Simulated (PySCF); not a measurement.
A side-by-side comparison of computed properties.

First species: C6H14SSi.
SMILES: `[SiH3]C[C@@H]1CCCCS1`

Second species: C4HF3N2Se.
SMILES with atom numbers: `[F:1][C:2]([F:3])=[C:4]([F:5])[c:6]1[cH:7][n:8][se:9][n:10]1` (hydrogens: H11 on C7)

Levels: PBE0/def2-SVPD for HOMO energy, LUMO energy, HOMO–LUMO gap and static isotropic polarisability; TDDFT PBE0/def2-SVPD for lowest singlet excitation. Geometries: PBE0-D3(BJ)/def2-SVP. Each structure is a single optimised conformer of the isolated species, non-relativistic unless stated; the electronic structure was computed with PySCF and density fitting.

The conformers computed, where there is a choice (atom-mapped SMILES and torsion angles):
- `[F:1][C:2]([F:3])=[C:4]([F:5])[c:6]1[cH:7][n:8][se:9][n:10]1`: C2–C4–C6–C7 179°

The conformers of `[SiH3]C[C@@H]1CCCCS1` aren't listed.

Q: Which has the higher static isotropic polarisability?

A: The first: 119.8 au against 90.5 au, a difference of 29.3 au.

Q: Which of the two has the higher LUMO energy, and by how much?

A: The first: 0.41 eV against -2.33 eV, a difference of 2.74 eV.

Q: Which has the higher HOMO–LUMO gap?

A: The first: 6.71 eV against 4.81 eV, a difference of 1.90 eV.

Q: Which has the higher HOMO energy?

A: The first: -6.30 eV against -7.14 eV, a difference of 0.84 eV.

Q: Which has the higher S1 energy?

A: The first: 5.35 eV against 4.20 eV, a difference of 1.15 eV.

On the first: The principal polarisabilities are 98.9, 115.0 and 145.4 au; their mean is the isotropic value. No computed singlet falls in the visible range (750 to 380 nm, 1.65 to 3.26 eV); S1 lies 2.09 eV above its blue end.

On the second: S1 lies 0.61 eV below the HOMO–LUMO gap; its leading configuration is HOMO→LUMO, weight 0.96. The polarisability is 13.41 Å³ as a volume (1 au = 0.148185 Å³), or 0.90 au for each of the 100 electrons. The calculation is non-relativistic and has no spin–orbit coupling, an omission that weighs most on selenium.
